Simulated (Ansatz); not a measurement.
The cluster LaO3H3. Charge 0, multiplicity 1. Geometry r2SCAN-D4/def2-SVP; atoms count from 1.

Cartesian coordinates in Å:
```
La -0.066 -0.686 0.222
O -0.067 0.709 -1.600
O -1.522 0.652 -1.320
O 1.170 0.017 1.853
H 0.455 -2.726 -0.321
H 1.779 0.439 2.464
H -1.750 1.595 -1.298
```

In the def2 sets La takes a core potential; there is no spin–orbit coupling. The structure holds one bond between oxygen atoms, so isomers without such links may lie far lower. The structure comes from a short search, and lower isomers may exist.

Question: Estimate the Mulliken populations from the PBE0/def2-TZVP orbitals of Ansatz.

Answer: 
```
atom  charge (e)  d electrons
 La1        1.25         1.16
  O2       -0.44            –
  O3       -0.39            –
  O4       -0.77            –
  H5       -0.32            –
  H6        0.30            –
  H7        0.36            –
```
Mulliken values and Mayer orders depend strongly on the basis.

Question: And the Mayer bond orders between bonded heavy atoms (over 0.3)?

Answer: La1–O2 0.67 (2.30 Å); La1–O4 0.88 (2.16 Å); O2–O3 0.83 (1.48 Å).
